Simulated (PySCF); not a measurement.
**SMILES ClC(C=O)=C=CCl, C4H2Cl2O**

Molfile (atoms numbered from 1):
```
C4H2Cl2O
     RDKit          3D

  9  8  0  0  0  0  0  0  0  0999 V2000
   -1.4087    1.6713   -0.7552 O   0  0  0  0  0  0  0  0  0  0  0  0
   -1.6932    0.6667   -0.1682 C   0  0  0  0  0  0  0  0  0  0  0  0
   -0.6868   -0.3525    0.2749 C   0  0  0  0  0  0  0  0  0  0  0  0
   -1.3581   -1.7543    1.0501 Cl  0  0  0  0  0  0  0  0  0  0  0  0
    0.6049   -0.1997    0.0922 C   0  0  0  0  0  0  0  0  0  0  0  0
    1.8780   -0.0107   -0.1245 C   0  0  0  0  0  0  0  0  0  0  0  0
    2.9256    0.7789    0.9946 Cl  0  0  0  0  0  0  0  0  0  0  0  0
   -2.7426    0.3934    0.1028 H   0  0  0  0  0  0  0  0  0  0  0  0
    2.3684   -0.3482   -1.0438 H   0  0  0  0  0  0  0  0  0  0  0  0
  1  2  2  0
  2  3  1  0
  3  4  1  0
  3  5  2  0
  5  6  2  0
  6  7  1  0
  2  8  1  0
  6  9  1  0
M  END
```

The calculation used TDDFT CAM-B3LYP/def2-TZVPD circular dichroism and optical rotation, one conformer, gas phase (PySCF 2.14.0). Geometry: PBE0-D3(BJ)/def2-SVP.

No stereocentre is labelled: unless the shape is locked (an allene, a helicene, a hindered biaryl), the mirror image is equally populated and a measured rotation or CD is zero.

Task: Draw the ECD and absorption spectra from the lowest 12 states, each a Gaussian of half-width 0.35 eV at 1/e height.

Result: 
```
E (eV)  λ (nm)  Δε (L mol⁻¹ cm⁻¹)  ε (L mol⁻¹ cm⁻¹)
  3.24     383              -0.02              1.56
  3.34     371              -0.03              3.26
  3.44     360              -0.06              5.77
  3.54     350              -0.09              8.69
  3.64     341              -0.12              11.1
  3.74     331              -0.13              12.2
  3.84     323              -0.13              11.4
  3.94     315              -0.14              9.42
  4.04     307              -0.15              7.42
  4.14     299              -0.17              7.56
  4.24     292              -0.18              15.5
  4.34     286              -0.14              49.5
  4.44     279              +0.03               161
  4.54     273              +0.44               462
  4.64     267              +1.24              1140
  4.74     262              +2.45              2390
  4.84     256              +3.82              4270
  4.94     251              +4.73              6500
  5.04     246              +4.52              8400
  5.14     241              +2.97              9240
  5.24     237              +0.66              8640
  5.34     232              -1.35              6900
  5.44     228              -2.31              4770
  5.54     224              -2.15              3050
  5.64     220              -1.27              2360
  5.74     216              -0.14              3050
  5.84     212              +0.97              5340
  5.94     209              +1.83              9090
  6.04     205              +1.99             13600
  6.14     202              +0.87             17500
  6.24     199              -1.85             19600
  6.34     196              -5.72             19300
  6.44     193              -9.48             16800
  6.54     190             -11.68             13300
  6.64     187             -11.54              9660
  6.74     184              -9.45              6440
  6.84     181              -6.69              3960
  6.94     179              -4.61              2270
  7.04     176              -3.87              1270
  7.14     174              -4.23               766
```
Δε uses R in velocity form, ε uses f in length form. Only the states computed contribute, so the short-wavelength end is incomplete.
